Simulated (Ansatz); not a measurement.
`FCCF` + `CC(O)F` → `CC(F)OCCF` + H–F  (substitution at a C–F bond)

Gas-phase electronic energies from Ansatz, PBE0-D4/def2-TZVP geometries. CBS: MP2 limit from def2 TZ/QZ plus the TZ coupled-cluster correction, frozen cores. This one scheme is used for every species. Functionals use def2-TZVPP. B3LYP here is the variant with VWN-RPA as its local correlation; programs differ in this. Each species was taken in one conformer, which may not be the lowest.

```
             level  ΔE (kJ/mol)  difference from CCSD(T)/CBS
            PBE-D4         -2.0                         10.7
           PBE0-D4         -3.9                          8.8
          B3LYP-D4         -2.3                         10.4
           ωB97X-V         -2.7                         10.0
            B2PLYP         -1.2                         11.5
            r2SCAN          1.3                         14.0
              PBE0          1.5                         14.2
             B3LYP          6.7                         19.4
SCS-MP2/def2-TZVPP         -9.6                          3.1
   CCSD/def2-TZVPP         -8.3                          4.4
CCSD(T)/def2-TZVPP        -11.2                          1.5
     HF/def2-QZVPP          8.6                         21.3
SCS-MP2/def2-QZVPP        -10.5                          2.2
      HF/CBS(def2)          8.6                         21.3
     MP2/CBS(def2)        -16.8                         -4.1
    CCSD/CBS(def2)         -9.7                          3.0
       CCSD(T)/CBS        -12.7                            0
```

Largest T1 diagnostic among the species: 0.011.

In def2-TZVPP, CCSD(T) changes the Hartree–Fock value by −19.8 kJ/mol (the triples alone add −2.9 kJ/mol) and MP2 by −23.9 kJ/mol. The D4 term adds −9.0 kJ/mol with B3LYP and −5.4 kJ/mol with PBE0; it sums over pairs of atoms, weighted by their polarisabilities, and B3LYP, whose exchange is more repulsive, gets the larger term.
